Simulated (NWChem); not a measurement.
TiHSOCl; SMILES [OH][Ti](=[S])[Cl]

Computed with NWChem. Each level has its own optimisation; frequencies are unscaled. One conformer.

```tsv
level	r S–Ti (Å)	r Cl–Ti (Å)	r O–Ti (Å)	r H–O (Å)	highest harmonic frequency (cm⁻¹)	lowest (cm⁻¹)	zero-point energy (kcal/mol)	dipole (D)
Hartree-Fock/3-21G	2.049	2.290	1.721	0.957	4027	39	10.9	5.50
Hartree-Fock/STO-3G	2.013	2.221	1.696	0.972	4426	134	12.3	4.34
PBE0/def2-SVP	2.047	2.216	1.768	0.964	3912	63	10.3	3.25
```
